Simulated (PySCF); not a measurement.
Compound: C₇H₁₆FNSi.
Atom-mapped SMILES: `[CH3:1][CH2:2][Si@@H:3]([F:4])[N:5]([CH3:6])[CH2:7][CH:8]1[CH2:9][CH2:10]1` (hydrogens: H11, H12, H13 on C1; H14, H15 on C2; H16 on Si3; H17, H18, H19 on C6; H20, H21 on C7; H22 on C8; H23, H24 on C9; H25, H26 on C10)

Computed, not measured: PySCF 2.14.0, PBE0-D3(BJ)/def2-SVP geometry optimisation, gas phase.

**Question.** List the bond lengths, angles and torsions at this level.

**Answer.** 
```json
{"bond": "C1–C2", "length (pm)": "152.8", "order": "single"}
{"bond": "C2–Si3", "length (pm)": "186.8", "order": "single"}
{"bond": "Si3–F4", "length (pm)": "164.1", "order": "single"}
{"bond": "Si3–N5", "length (pm)": "171.8", "order": "single"}
{"bond": "N5–C6", "length (pm)": "144.5", "order": "single"}
{"bond": "N5–C7", "length (pm)": "144.8", "order": "single"}
{"bond": "C7–C8", "length (pm)": "151.0", "order": "single"}
{"bond": "C8–C9", "length (pm)": "150.2", "order": "single"}
{"bond": "C9–C10", "length (pm)": "149.9", "order": "single"}
{"bond": "C8–C10", "length (pm)": "150.0", "order": "single"}
{"bond": "C1–H11, C1–H12, C1–H13", "length (pm)": "110.1", "order": "single"}
{"bond": "C2–H14", "length (pm)": "110.4", "order": "single"}
{"bond": "C2–H15", "length (pm)": "110.4", "order": "single"}
{"bond": "Si3–H16", "length (pm)": "148.9", "order": "single"}
{"bond": "C6–H17, C6–H18, C6–H19", "length (pm)": "110.4", "order": "single"}
{"bond": "C7–H20", "length (pm)": "111.0", "order": "single"}
{"bond": "C7–H21", "length (pm)": "110.2", "order": "single"}
{"bond": "C8–H22", "length (pm)": "109.6", "order": "single"}
{"bond": "C9–H23", "length (pm)": "109.3", "order": "single"}
{"bond": "C9–H24", "length (pm)": "109.4", "order": "single"}
{"bond": "C10–H25", "length (pm)": "109.3", "order": "single"}
{"bond": "C10–H26", "length (pm)": "109.4", "order": "single"}
```

Bonds in one row agree within 1 pm and their mean is given. Orders are formal, as drawn. A selection of angles:
```json
{"angle": "C2–C1–H11", "degrees": "111.8"}
{"angle": "H11–C1–H12", "degrees": "107.3"}
{"angle": "C1–C2–Si3", "degrees": "113.0"}
{"angle": "C1–C2–H14", "degrees": "110.0"}
{"angle": "C1–C2–H15", "degrees": "111.1"}
{"angle": "Si3–C2–H14", "degrees": "108.6"}
{"angle": "Si3–C2–H15", "degrees": "107.9"}
{"angle": "H14–C2–H15", "degrees": "105.9"}
{"angle": "C2–Si3–F4", "degrees": "105.5"}
{"angle": "C2–Si3–N5", "degrees": "112.7"}
{"angle": "C2–Si3–H16", "degrees": "113.3"}
{"angle": "F4–Si3–N5", "degrees": "112.4"}
{"angle": "F4–Si3–H16", "degrees": "105.4"}
{"angle": "N5–Si3–H16", "degrees": "107.4"}
{"angle": "Si3–N5–C6", "degrees": "121.9"}
{"angle": "Si3–N5–C7", "degrees": "122.0"}
{"angle": "C6–N5–C7", "degrees": "115.4"}
{"angle": "N5–C6–H17", "degrees": "111.9"}
{"angle": "N5–C6–H19", "degrees": "110.3"}
{"angle": "H17–C6–H18", "degrees": "107.5"}
{"angle": "N5–C7–C8", "degrees": "114.3"}
{"angle": "N5–C7–H20", "degrees": "110.3"}
{"angle": "N5–C7–H21", "degrees": "108.9"}
{"angle": "C8–C7–H20", "degrees": "108.6"}
{"angle": "C8–C7–H21", "degrees": "108.8"}
{"angle": "H20–C7–H21", "degrees": "105.7"}
{"angle": "C7–C8–C9", "degrees": "120.8"}
{"angle": "C7–C8–C10", "degrees": "119.4"}
{"angle": "C7–C8–H22", "degrees": "113.6"}
{"angle": "C9–C8–C10", "degrees": "59.9"}
{"angle": "C9–C8–H22", "degrees": "116.4"}
{"angle": "C10–C8–H22", "degrees": "116.6"}
{"angle": "C8–C9–C10", "degrees": "60.0"}
{"angle": "C8–C9–H23", "degrees": "118.6"}
{"angle": "C8–C9–H24", "degrees": "117.5"}
{"angle": "C10–C9–H23", "degrees": "118.7"}
{"angle": "C10–C9–H24", "degrees": "117.6"}
{"angle": "H23–C9–H24", "degrees": "114.1"}
{"angle": "C9–C10–H25", "degrees": "118.6"}
{"angle": "C9–C10–H26", "degrees": "117.8"}
{"angle": "C8–C10–C9", "degrees": "60.1"}
{"angle": "C8–C10–H25", "degrees": "118.3"}
{"angle": "C8–C10–H26", "degrees": "117.6"}
{"angle": "H25–C10–H26", "degrees": "114.1"}
```

Torsions: C1–C2–Si3–F4 58° (synclinal); C2–Si3–N5–C6 151° (antiperiplanar); Si3–N5–C7–C8 122° (anticlinal); N5–C7–C8–C9 91° (anticlinal); C7–C8–C9–C10 108° (anticlinal); C7–C8–C10–C9 -111° (anticlinal).

The 3-membered ring C8–C9–C10 has internal angles of 59.9° to 60.1°. The 5 C–C bonds span 1.499 Å (C9–C10, drawn single) to 1.528 Å (C1–C2, drawn single), a spread of 0.029 Å. N5 (silicon-bound nitrogen) is almost planar (angles 122.0°, 121.9° and 115.4°, sum 359.2°, 0.08 Å off the plane of its three neighbours). Si3 (fluorine-bound silicon) is distorted tetrahedral (angles from 105.4° to 113.3°). Of the pairs four or more bonds apart, H14···H21 is among the closest relative to their van der Waals radii: 2.29 Å, 95 % of the sum of Bondi's values.

Point group: C1 (no symmetry element, even within 0.4 Å). Stationary, but not proved a minimum. The numbers are those of one conformer.

The run took 10 min wall on an Arm Neoverse V2 with one thread, shared host with 96 logical CPUs at a one-minute load of 52, and the process peaked at 1.0 GiB of memory. These figures are those of the optimisation.
